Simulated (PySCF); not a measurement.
Polarisability and C₆ of As (arsenic, neutral)

[Ar] 3d10 4s1 4p3 5s1, high-spin 6S determinant (an excited configuration). Calculation: PySCF 2.14, in aug-cc-pwCVDZ-PP with ECP10MDF; a scalar-relativistic core potential. Coupled (time-dependent) response in atomic units; α is the mean over directions. A double-zeta set is small for polarisabilities.

```json
{"method": "UHF", "mean α (bohr³)": "440.3", "C₆ (like pair)": "6538", "S(−4)": "239200"}
{"method": "PBE", "mean α (bohr³)": "356.9", "C₆ (like pair)": "5048", "S(−4)": "144500"}
{"method": "PBE0", "mean α (bohr³)": "396.6", "C₆ (like pair)": "5832", "S(−4)": "180800"}
{"method": "TPSS", "mean α (bohr³)": "425.3", "C₆ (like pair)": "6492", "S(−4)": "206300"}
{"method": "PW91", "mean α (bohr³)": "345.4", "C₆ (like pair)": "4834", "S(−4)": "134200"}
```

S(−4) is the Cauchy moment in α(ω) = α(0) + S(−4) ω² + …

α(iu) at TPSS:

```tsv
u (hartree)	α(iu) (bohr³)
0	425.3
0.0500	197.0
0.100	83.06
0.200	32.85
0.300	20.18
0.500	10.88
0.750	6.267
1.00	4.089
1.50	2.181
2.00	1.399
3.00	0.7711
5.00	0.3847
```

Energies and moments cover only the electrons outside the core potential. The outer electron is Rydberg-like, and this basis confines it to a smaller radius and binds it less than a complete one would.
